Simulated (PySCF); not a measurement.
Vertical excitations of a molecule C2H7FSi3 from TDDFT-CAM-B3LYP/def2-SVPD (PySCF 2.14.0), as energy in eV (oscillator strength): 5.26 (0.000), 5.53 (0.027), 5.59 (0.001), 7.03 (0.625), 7.26 (0.319), 7.31 (0.020), 7.52 (0.001), 7.65 (0.000), 7.69 (0.001), 7.77 (0.010). Lowest triplet (TDA): 4.37 eV. The structure is a stationary point at r2SCAN-D4/def2-SVP. Other conformers were not sampled.

### Question
Pick the molecule that these values belong to.
(A) F[SiH2]C#C[SiH2][SiH3]
(B) F[SiH2][SiH2]C#C[SiH3]
(C) C#C[Si@@H]([SiH3])[SiH2]F
(D) F[Si@H]1[SiH2]C=C1[SiH3]

### Answer
A, F[SiH2]C#C[SiH2][SiH3]
